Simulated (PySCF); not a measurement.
# What PySCF settings do for ZnSi

Base input, run as `OMP_NUM_THREADS=1 python input.py` with PySCF 2.14:

```python
from pyscf import gto, dft
from pyscf.prop.polarizability import uhf as pol

mol = gto.M(
    atom='Zn 0 0 0; Si 0 0 2.305',
    basis='def2-svpd',
    charge=0,
    spin=2,
    verbose=4,
)
mf = dft.UKS(mol, xc='hcth407')
mf.kernel()
print('polarizability (a.u.)')
print(pol.Polarizability(mf).polarizability().round(4))
mf.dip_moment()
print('orbital energies (hartree):', [e[max(0, n-3):n+3].round(4) for e, n in zip(mf.mo_energy, mol.nelec)])
```

Base result: E(SCF) = -2069.409846 Eh, 12 cycles, ⟨S²⟩ = 2.045, μz(SCF) = -2.57 D, α(xx, yy, zz) = 64.8, 64.8, 118.0 bohr³. The bond length is a typed value, not an optimised one. No search for the lowest solution was made.

It ran on Intel Xeon Platinum 8488C (1 thread, shared host) in 16 s, peak memory 0.26 GiB.

Each row names what differs from the base; energies in brackets are changes from the base.

| change | result | wall time (s) |
| --- | --- | --- |
| geometry: bond 2.305 → bond 0.5 [unsound on purpose] | E(SCF) = -2036.032120 Eh, 10 cycles, ⟨S²⟩ = 2.006, μz(SCF) = 0.54 D, α(xx, yy, zz) = 68.2, 68.2, 144.4 bohr³ | 12 |
| geometry: bond 2.305 → bond 2.881 | E(SCF) = -2069.398701 Eh (+0.3033 eV), 14 cycles, ⟨S²⟩ = 2.048, μz(SCF) = -2.58 D, α(xx, yy, zz) = 72.1, 72.1, 134.7 bohr³ | 18 |
| functional: hcth407 → m062x | E(SCF) = -2068.414450 Eh, 12 cycles, ⟨S²⟩ = 2.036, μz(SCF) = -2.40 D, α(xx, yy, zz) = 64.2, 64.2, 112.7 bohr³ | 31 |
| geometry: bond 2.305 → bond 2.582 | E(SCF) = -2069.407518 Eh (+0.0633 eV), 13 cycles, ⟨S²⟩ = 2.053, μz(SCF) = -2.64 D, α(xx, yy, zz) = 68.6, 68.6, 126.2 bohr³ | 17 |
| second-order solver: off → on | E(SCF) = -2069.409846 Eh (+0.0000 eV), 3 cycles, ⟨S²⟩ = 2.045, μz(SCF) = -2.57 D, α(xx, yy, zz) = 64.8, 64.8, 118.0 bohr³ | 19 |
| functional: hcth407 → pw91 | E(SCF) = -2068.582221 Eh, 12 cycles, ⟨S²⟩ = 2.011, μz(SCF) = -2.19 D, α(xx, yy, zz) = 65.7, 65.7, 115.3 bohr³ | 12 |
| electric field along z (a.u.): none → 0.01 | E(SCF) = -2069.405731 Eh (+0.1120 eV), 13 cycles, ⟨S²⟩ = 2.059, μz(SCF) = 0.51 D, α(xx, yy, zz) = 68.9, 68.9, 125.4 bohr³ | 17 |

Q: Order these changes by how far they move the SCF energy from the base, largest first: (1) electric field along z (a.u.): none → 0.01; (2) geometry: bond 2.305 → bond 2.582; (3) geometry: bond 2.305 → bond 2.881.

A: (3) +0.3033 eV, (1) +0.1120 eV, (2) +0.0633 eV.
